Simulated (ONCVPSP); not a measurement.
# Varying the ONCV potential for Sn (Z = 50)

Base potential:

tin (Sn), optimised norm-conserving Vanderbilt (ONCV), made with ONCVPSP 4.0.1 (LDA (Perdew-Zunger), non-relativistic). Core [Ar] 3d10, reference 4s2 4p6 4d10 5s2 5p2. Waves: 4s+5s: rc 1.65 bohr, ncon 3, nbas 8, qcut 9.2 1/bohr, 2 projectors; 4p+5p: rc 1.20 bohr, ncon 5, nbas 9, qcut 12 1/bohr, 2 projectors; 4d: rc 1.15 bohr, ncon 4, nbas 7, qcut 8 1/bohr, local; f scattering state at 0.08 Ha: rc 1.45 bohr, ncon 4, nbas 7, qcut 6.8 1/bohr, 1 projector. Local part: the d channel. Core correction: none.

All-electron outer shells of the reference configuration (LDA (Perdew-Zunger), non-relativistic, ld1.x):

| shell | level (eV) | outermost node (bohr) | outermost maximum (bohr) |
| --- | --- | --- | --- |
| 3p | -683.49 | 0.14 | 0.31 |
| 3d | -480.48 | – | 0.25 |
| 4s | -123.70 | 0.42 | 0.77 |
| 4p | -87.39 | 0.41 | 0.80 |
| 4d | -27.33 | 0.39 | 0.88 |
| 5s | -10.05 | 1.02 | 2.09 |
| 5p | -3.94 | 1.10 | 2.55 |

Cutoffs, loose and tight: the cutoffs (Ha) at which the residual kinetic energy of the hardest occupied pseudo-wave falls to 1 and 0.1 mHa per electron. They do not see the model core or the augmentation charge, which bear on the density cutoff. Test errors are all-electron minus pseudo excitation energies from the reference, over the configurations 4s2 4p6 4d10 5s2 5p1; 4s2 4p6 4d10 5s2 5p0; 4s2 4p6 4d10 5s1 5p0; 4s2 4p6 4d10 5s0 5p0. A dash means not determined; rows that change the core or the reference have their own tests. The largest error is taken over the tests solved by every variant that gives reliable tests at all: 4s2 4p6 4d10 5s1 5p0; 4s2 4p6 4d10 5s2 5p0; 4s2 4p6 4d10 5s2 5p1.

A true bound ghost makes a file unfit for plane-wave use even where its test errors are small: the radial tests pick states by their node count and pass the ghost by.

```tsv
change	outcome	cutoff, loose	cutoff, tight	bound ghosts	GHOST(+) flags above zero	largest test error (meV)
base	generated	101 Ha	129 Ha	p	s	-1.4
all radii scaled by about 0.80 (s 1.32, p 0.96, d 0.92, f 1.16 bohr)	generated	147 Ha	197 Ha	none	s	-0.3
all radii scaled by about 0.87 (s 1.42, p 1.04, d 1.00, f 1.26 bohr)	generated	126 Ha	166 Ha	none	s	-0.6
all radii scaled by about 0.94 (s 1.56, p 1.14, d 1.08, f 1.36 bohr)	generated	113 Ha	144 Ha	none	s, p	-1.0
all radii scaled by about 1.10 (s 1.82, p 1.32, d 1.26, f 1.60 bohr)	generated	80 Ha	107 Ha	p	none	-1.7
all radii scaled by about 1.17 (s 1.92, p 1.40, d 1.34, f 1.70 bohr)	generated	54 Ha	94 Ha	none	p	-2.7
all radii scaled by about 1.33 (s 2.20, p 1.60, d 1.52, f 1.92 bohr)	generated	39 Ha	69 Ha	none	none	-5.3
```

Q: What comes out with this change to the base: all radii scaled by about 1.22 (s 2.02, p 1.46, d 1.40, f 1.78 bohr)?

A: outcome: generated; cutoff, loose: 46 Ha; cutoff, tight: 86 Ha; bound ghosts: none; GHOST(+) flags above zero: p; largest test error (meV): -3.4.

Reading the sweep of the scale of all radii (base = 1) (base included, trends over the rows without a ghost): The loose cutoff falls from 147 Ha at 0.8 to 39 Ha at 1.33. A larger radius leaves more room for a smooth pseudo-wave, so fewer plane waves are needed; a smaller one forces it to follow the all-electron wave where it bends sharply. Bound ghosts are found at 1, 1.1.
